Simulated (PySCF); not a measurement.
## Indirect couplings

Cartesian coordinates in Å; atom numbers follow the order of the lines, from 1:
```xyz
16

C    -2.458    0.032    0.609
C    -1.327    0.109   -0.390
O    -0.075    0.370    0.243
C     0.709   -0.682    0.551
F     0.968   -1.411   -0.574
F     0.102   -1.533    1.394
O     1.849   -0.286    1.136
C     2.637    0.630    0.404
H    -2.328   -0.820    1.290
H    -2.507    0.953    1.210
H    -3.417   -0.087    0.082
H    -1.477    0.944   -1.090
H    -1.250   -0.812   -0.989
H     3.550    0.789    0.990
H     2.110    1.588    0.272
H     2.905    0.220   -0.582
```

Couplings: B3LYP/pcJ-1 (spin–dipole term only in couplings to heteroatoms) in PySCF, geometry PBE0-D3(BJ)/def2-SVP; gas phase, one conformer, non-relativistic. Couplings are averaged over pairs made equivalent by symmetry, fast rotation or ring inversion, so a value needn't be that of the named pair in this geometry, while other rotamers aren't included; one pair stands for each set, and the list holds a selection of those of at least 0.8 Hz over up to four bonds, among pairs with at least one C or F or H atom (others weren't computed). One-bond C–F couplings come out tens of Hz too large with common functionals.

Isotopes: ¹³C, ¹⁹F, ¹H, ¹⁷O. Couplings to quadrupolar nuclei such as 17O and 33S are rarely resolved in practice.

| pair | bonds | J (Hz) |
| --- | --- | --- |
| C1, C2 | 1 | ? |
| C1, H9 | 1 | 134.0 |
| C2, O3 | 1 | 22.0 |
| C2, H12 | 1 | 149.6 |
| O3, C4 | 1 | 23.9 |
| C4, F5 | 1 | ? |
| C4, O7 | 1 | 16.4 |
| O7, C8 | 1 | ? |
| C8, H14 | 1 | 151.0 |
| C1, H12 | 2 | ? |
| C2, C4 | 2 | -2.2 |
| C2, H9 | 2 | -3.5 |
| O3, H12 | 2 | -7.3 |
| C4, C8 | 2 | -1.7 |
| F5, F6 | 2 | 37.4 |
| F5, O7 | 2 | -32.6 |
| O7, H14 | 2 | -6.8 |
| H9, H10 | 2 | -14.1 |
| H12, H13 | 2 | -14.1 |
| H14, H15 | 2 | -11.4 |
| C2, F5 | 3 | 3.0 |
| O3, C8 | 3 | ? |
| O3, H9 | 3 | ? |
| C4, H12 | 3 | ? |
| C4, H14 | 3 | 4.5 |
| H9, H12 | 3 | ? |

Estimate the withheld couplings, with signs.

Answers


- ¹J(C1,C2) = 40.4 Hz (bond length 1.511 Å)
- ¹J(C4,F5) = -312.6 Hz (bond length 1.366 Å)
- ¹J(O7,C8) = 21.3 Hz (bond length 1.413 Å)
- ²J(C1,H12) = -1.2 Hz (angle at C2 111°)
- ³J(O3,C8) = -2.6 Hz (dihedral angle 57°)
- ³J(O3,H9) = -4.2 Hz (mean over equivalent pairs that range from -9.7 to -1.3 Hz in this conformer)
- ³J(C4,H12) = 6.6 Hz (mean over equivalent pairs that range from 5.1 to 8.1 Hz in this conformer)
- ³J(H9,H12) = 8.0 Hz (mean over equivalent pairs that range from 1.8 to 16.8 Hz in this conformer)
